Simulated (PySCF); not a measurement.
Ranking problems on computed properties.

All species are isolated and taken at one optimised geometry, non-relativistic unless stated; the electronic structure was computed with PySCF and density fitting.

Dipoles, sizes and rotational constants follow the conformer. The torsions of the flexible species, by atom-mapped SMILES:
- `[SiH3:1][O:2][GeH:3]([GeH3:4])[GeH3:5]`: Si1–O2–Ge3–Ge4 58°
- `[CH3:1][CH:2]([CH3:3])[AsH:4][CH2:5][CH2:6][AsH2:7]`: C1–C2–As4–C5 -48°, C2–As4–C5–C6 -173°, As4–C5–C6–As7 -63°, H–As7–C6–C5 -72°, H–As7–C6–C5 -165°
- `[CH3:1][CH2:2][C:3](=[O:4])[CH2:5][C:6]([CH3:7])=[O:8]`: C1–C2–C3–O4 5°, C2–C3–C5–C6 91°, C3–C5–C6–C7 87°
- `[SiH3:1][O:2][c:3]1[cH:4][cH:5][o:6][cH:7]1`: Si1–O2–C3–C4 0°
- `[CH3:1][CH+:2][c:3]1[cH:4][cH:5][cH:6][c:7]([CH3:8])[cH:9]1`: C1–C2–C3–C4 0°
- `[CH3:1][C+:2]([CH3:3])[c:4]1[cH:5][cH:6][cH:7][cH:8][cH:9]1`: C1–C2–C4–C5 2°
- `[CH2:1]=[CH:2][CH2:3][O:4][C:5](=[O:6])[CH2:7][CH3:8]`: C1–C2–C3–O4 0°, C2–C3–O4–C5 107°, C3–O4–C5–O6 3°, O4–C5–C7–C8 180°

The conformers of `CC[C@H]1CCC=CS1` aren't listed.

Task: Rank by dipole moment, lowest first (CAM-B3LYP/def2-SVPD at PBE0-D3(BJ)/def2-SVP geometries).
A. `[SiH3]Oc1ccoc1`
B. `[H][As]([H])C`
C. `C(C[AsH]C(C)C)[AsH2]`
D. `[SiH3][O][GeH]([GeH3])[GeH3]`
E. `CCC(=O)CC(C)=O`

Result: B (0.89 D), D (1.18 D), A (1.40 D), E (1.63 D), C (1.82 D).

Task: By how much do the two ends of that ranking differ?

Result: By 0.93 D, between `CC(C)[AsH]CC[AsH2]` and `[H][As]([H])C`.

Task: Rank by lowest triplet excitation (Tamm–Dancoff), highest first (TDA CAM-B3LYP/def2-SVPD at PBE0-D3(BJ)/def2-SVP geometries).
A. `[SiH3][O][GeH]([GeH3])[GeH3]`
B. `C[CH+]C1=CC=CC(C)=C1`
C. `[SiH3]OC1=COC=C1`
D. `C[C+](C)c1ccccc1`

Result: A (5.25 eV), C (3.87 eV), D (2.58 eV), B (2.13 eV).

Task: Rank by HOMO–LUMO gap, lowest first (CAM-B3LYP/def2-SVPD at PBE0-D3(BJ)/def2-SVP geometries).
A. `C[C+](C)c1ccccc1`
B. `[SiH3]OC1=COC=C1`
C. `C[CH+]C1=CC=CC(C)=C1`
D. `[SiH3][O][GeH]([GeH3])[GeH3]`
E. `CCC(=O)CC(C)=O`
F. `C=CCOC(=O)CC`

Result: C (6.01 eV), A (6.41 eV), B (8.62 eV), E (8.74 eV), D (8.94 eV), F (10.18 eV).

Task: By how much do the two ends of that ranking differ?

Result: By 4.17 eV, between `C=CCOC(=O)CC` and `C[CH+]c1cccc(C)c1`.

Task: Rank by vertical ionisation energy, lowest first (ΔSCF CAM-B3LYP/def2-SVPD at PBE0-D3(BJ)/def2-SVP geometries).
A. `[SiH3][O][GeH]([GeH3])[GeH3]`
B. `C[CH+]c1cccc(C)c1`
C. `CC(C)[AsH]CC[AsH2]`
D. `C[C+](C)C1=CC=CC=C1`
E. `[SiH3]Oc1ccoc1`

Result: E (8.43 eV), C (8.65 eV), A (9.30 eV), B (13.72 eV), D (13.95 eV).

Task: Rank by electronic spatial extent ⟨r²⟩ about the centre of nuclear charge, lowest first (CAM-B3LYP/def2-SVPD at PBE0-D3(BJ)/def2-SVP geometries).
A. `CCC(=O)CC(C)=O`
B. `[SiH3][O][GeH]([GeH3])[GeH3]`
C. `C=CCOC(=O)CC`
D. `CC(C)[AsH]CC[AsH2]`
E. `C[CH+]c1cccc(C)c1`

Result: A (1154 bohr²), C (1248 bohr²), E (1386 bohr²), B (2252 bohr²), D (2495 bohr²).

Task: Rank by lowest singlet excitation, lowest first (TDDFT CAM-B3LYP/def2-SVPD at PBE0-D3(BJ)/def2-SVP geometries).
A. `CC[C@H]1CCC=CS1`
B. `[SiH3]Oc1ccoc1`
C. `C[CH+]c1cccc(C)c1`
D. `C(C(CC(=O)C)=O)C`
E. `CC(C)[AsH]CC[AsH2]`

Result: C (3.20 eV), D (4.31 eV), A (5.25 eV), B (5.90 eV), E (6.06 eV).

Task: By how much do the two ends of that ranking differ?

Result: By 2.86 eV, between `CC(C)[AsH]CC[AsH2]` and `C[CH+]c1cccc(C)c1`.
